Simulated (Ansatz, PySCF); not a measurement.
Molecule: SnBr$_{2}$, charge 1, multiplicity 2. 
Structure (B3LYP-D3(BJ)/def2-TZVP (Ansatz, a program for electronic structure) minimum search):
```
Sn
Br 1 2.4630
Br 1 2.4630 2 119.32
```
Charge +1, spin multiplicity 2.

Total electronic energies in hartree. Correlated levels leave the core frozen unless marked. Open shells are spin-unrestricted. Spin-orbit coupling is left out. The frozen core is the preceding noble-gas configuration, with the filled d and f shells of earlier blocks. In def2 rows, elements after Kr have scalar-relativistic effective core potentials. CBS marks a two-point X^-3 extrapolation of the correlation energy; Hartree-Fock from the larger set. [CCSD(T)-MP2]/basis is that difference in the basis named.

| level | program | energy (Eh) |
|---|---|---|
| HF/def2-TZVPD | PySCF | -5357.99031 |
| HF-D3(BJ)/def2-TZVPD | PySCF + dftd3 | -5358.02313 |
| RI-HF/def2-QZVPP | Ansatz | -5358.09059 |
| revPBE-D3(BJ)/def2-TZVPD | Ansatz + dftd3 | -5362.01165 |
| BP86-D4/def2-TZVPD | PySCF + dftd4 | -5363.06527 |
| r2SCAN/def2-TZVPD | Ansatz | ? |
| B3LYP-D3(BJ)/def2-TZVPD | Ansatz + dftd3 | -5362.52669 |
| PBE0/def2-TZVPD | Ansatz | -5361.80089 |
| BHLYP-D3(BJ)/def2-TZVPD | Ansatz + dftd3 | -5362.31052 |
| PW6B95-D3(BJ)/def2-TZVPD | PySCF + dftd3 | ? |
| CAM-B3LYP-D4/def2-TZVPD | Ansatz + dftd4 | -5362.61978 |
| CAM-B3LYP/def2-TZVPD | Ansatz | -5362.61609 |
| wB97M-V/def2-TZVPD | Ansatz | -5362.05137 |
| B2PLYP-D4/def2-TZVPD | Ansatz + dftd4 | -5361.28052 |
| RPA@PBE/def2-QZVPP | Ansatz | ? |
| MP2/def2-SVPD | Ansatz | -5357.64646 |
| RI-MP2/def2-TZVPP | Ansatz | -5358.36163 |
| RI-MP2/CBS(def2-TZVPPD,def2-QZVPPD) | Ansatz | -5358.5312 |
| CCSD/def2-TZVPP | Ansatz | -5358.39572 |
| CCSD/def2-TZVPPD | Ansatz | -5358.39749 |
| RI-MP2/CBS(def2-TZVPP,def2-QZVPP)+[CCSD(T)-MP2]/def2-SVP | Ansatz | -5358.5707 |
| RI-MP2/CBS(def2-TZVPP,def2-QZVPP)+[CCSD(T)-MP2]/def2-TZVPP | Ansatz | -5358.5847 |
| RI-MP2/CBS(def2-TZVPPD,def2-QZVPPD)+[CCSD(T)-MP2]/def2-TZVPPD | Ansatz | -5358.5849 |

Q: Complete the blanks.

A: 
- r2SCAN/def2-TZVPD, energy (Eh): -5362.44221
- PW6B95-D3(BJ)/def2-TZVPD, energy (Eh): -5364.78751
- RPA@PBE/def2-QZVPP, energy (Eh): -5358.74882
